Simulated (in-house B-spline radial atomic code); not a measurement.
# RPA and G0W0 on PBE: S VI (S5+)

Configuration [Ne] 3s1, highest spin, mean-field start PBE. Computed with a B-spline radial code for spherical atoms: all electrons, non-relativistic, point nucleus, each spin shell either full or empty, empty states to l = 9 with an (l + 1/2)⁻⁴ tail; G0W0 by contour deformation at full frequency.

Command:
```bash
python run_gw.py task.json out
```
Settings (radii: box in bohr, nucleus in fm):
```
Z                        16
electrons                11
configuration            [Ne] 3s1
hamiltonian              nr
method                   pbe,pbe
lmax                     9
spin_polarised           True
box_radius               10.43
intervals                47
ion_configuration        [He] 2s2 2p6
```

Run time, properties included: 1.1 s on 1 thread of Arm Neoverse V2, on a shared host.

Energies (hartree):

```csv
term,value
mean-field total,-391.03213
Hartree-Fock functional on these orbitals,-390.76729
direct second order,-0.73408
second-order exchange,0.27932
SOSEX correction,0.25723
```

Problem. What is the RPA correlation energy, and what remains with SOSEX?

Solution. RPA gives -0.66654 hartree (-1.65 eV per electron); RPA + SOSEX gives -0.40931, and the second-order doubles -0.45476 hartree (no singles). SOSEX takes back 39 % of the RPA value.

Quasi-particle levels (eV):

```csv
level,occupied,mean field,Σx - vxc,Σc,QP weight,G0W0
3s up,yes,-81.63,-5.82,?,?,?
2p down,yes,-236.15,-25.02,3.59,0.934,-257.58
2p up,yes,-236.62,-25.16,3.68,0.929,-258.10
3s down,no,-78.08,8.08,-2.57,0.937,-72.56
```

G0W0 = mean field + (Σx - vxc) + Σc, with Σc (partial-wave tail included) taken at the quasi-particle energy. Only the outer levels were computed. Levels of low weight are left out.

Problem. Where does G0W0 put 3s up?

Solution. At -89.02 eV, with Σc = -1.56 eV and a quasi-particle weight of 0.968. The tabulated removal energy is 88.053 eV (NIST, measured); the calculation leaves out relativity, Breit and QED terms, and what these don't explain is the method's own error.

Problem. What does it cost to remove one electron (to [He] 2s2 2p6) by differences of total energies, each species on its own start (correlation terms add to the Hartree-Fock functional)?

Solution. PBE 88.55 eV, Hartree-Fock functional 87.32 eV, + RPA 88.69 eV, + RPA + SOSEX 87.77 eV, + second order 87.89 eV. Tabulated: 88.053 eV (NIST, measured); the calculation leaves out relativity, Breit and QED terms, and what these don't explain is the method's own error.
